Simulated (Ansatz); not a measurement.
Reaction (formal exchange of groups at a C–C bond): `CCC(C)CC(C)C` + `CBO` → `CCCBO` + `CCCC(C)C`

Program: Ansatz. Geometries: PBE0-D4/def2-TZVP. ΔE: electronic, gas phase. CCSD(T)/CBS adds triple-zeta CCSD(T) − MP2 to the extrapolated MP2 energy (def2 sets, frozen cores). Functionals use def2-TZVPP. B3LYP here is the variant with VWN-RPA as its local correlation; programs differ in this. One conformer a species, not always the lowest.

```json
{"level": "r2SCAN-D4", "ΔE (kJ/mol)": "12.4", "difference from CCSD(T)/CBS": "-1.5"}
{"level": "PBE0-D4", "ΔE (kJ/mol)": "11.4", "difference from CCSD(T)/CBS": "-2.5"}
{"level": "ωB97X-V", "ΔE (kJ/mol)": "12.4", "difference from CCSD(T)/CBS": "-1.5"}
{"level": "B2PLYP", "ΔE (kJ/mol)": "10.0", "difference from CCSD(T)/CBS": "-3.9"}
{"level": "B3LYP", "ΔE (kJ/mol)": "5.6", "difference from CCSD(T)/CBS": "-8.3"}
{"level": "MP2/def2-TZVPP", "ΔE (kJ/mol)": "17.2", "difference from CCSD(T)/CBS": "3.3"}
{"level": "CCSD/def2-TZVPP", "ΔE (kJ/mol)": "12.9", "difference from CCSD(T)/CBS": "-1.0"}
{"level": "HF/def2-QZVPP", "ΔE (kJ/mol)": "4.2", "difference from CCSD(T)/CBS": "-9.7"}
{"level": "MP2/CBS(def2)", "ΔE (kJ/mol)": "16.6", "difference from CCSD(T)/CBS": "2.7"}
{"level": "CCSD/CBS(def2)", "ΔE (kJ/mol)": "12.3", "difference from CCSD(T)/CBS": "-1.6"}
{"level": "CCSD(T)/CBS", "ΔE (kJ/mol)": "13.9", "difference from CCSD(T)/CBS": "0"}
```

Largest T1 diagnostic among the species: 0.012.

In def2-TZVPP, CCSD(T) changes the Hartree–Fock value by +10.1 kJ/mol (the triples alone add +1.6 kJ/mol) and MP2 by +12.8 kJ/mol. The D4 term adds +6.1 kJ/mol with B3LYP and +3.9 kJ/mol with PBE0; it sums over pairs of atoms, weighted by their polarisabilities, and B3LYP, whose exchange is more repulsive, gets the larger term.
